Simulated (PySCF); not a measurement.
Compound: C6H9FO.
Bonds: F1–C2, C2–C3, C3–C4 (double), C4–C5, C5–C6, C6–O7, O7–C8, C3–C8. Hydrogens: H9, H10 on C2; H11 on C4; H12, H13 on C5; H14, H15 on C6; H16, H17 on C8.

Computed geometry: GFN2-xTB, gas phase.

List the bond lengths, angles and torsions at this level.

```tsv
bond	length (Å)
F1–C2	1.378
C2–C3	1.499
C3=C4	1.326
C4–C5	1.497
C5–C6	1.530
C6–O7	1.408
O7–C8	1.406
C3–C8	1.506
C2–H9, C2–H10	1.096
C4–H11	1.081
C5–H12, C5–H13	1.093
C6–H14	1.091
C6–H15	1.101
C8–H16	1.106
C8–H17	1.094
```

Bonds in one row agree within 0.01 Å and their mean is given. A selection of angles:
```tsv
angle	degrees
F1–C2–C3	111.0
C2–C3–C4	123.0
C2–C3–C8	115.6
C4–C3–C8	121.4
C3–C4–C5	121.6
C4–C5–C6	109.5
C5–C6–O7	111.1
C6–O7–C8	112.2
C3–C8–O7	113.7
```

Torsions: F1–C2–C3–C4 124° (anticlinal); C2–C3–C4–C5 178° (antiperiplanar); C3–C4–C5–C6 -17° (synperiplanar); C4–C5–C6–O7 49° (synclinal); C5–C6–O7–C8 -65° (synclinal); C6–O7–C8–C3 45° (synclinal); C2–C3–C8–O7 169° (antiperiplanar). The mirror-image conformer, all signs reversed, is as good.

The 6-membered ring C3–C4–C5–C6–O7–C8 has internal angles of 109.5° to 121.6°; it is puckered, 0.19 Å rms from its mean plane, widest ring torsion 65°. The C–C distances run from 1.326 Å (C3=C4, drawn double) to 1.530 Å (C5–C6, drawn single), a spread of 0.204 Å. Of the pairs four or more bonds apart, F1···H17 is among the closest relative to their van der Waals radii: 2.57 Å, 96 % of the sum of Bondi's values.

Point group: C1 (no symmetry element, even within 0.4 Å). No GFN2-xTB frequencies stand behind this structure, so it isn't proved a minimum. The numbers are those of one conformer.
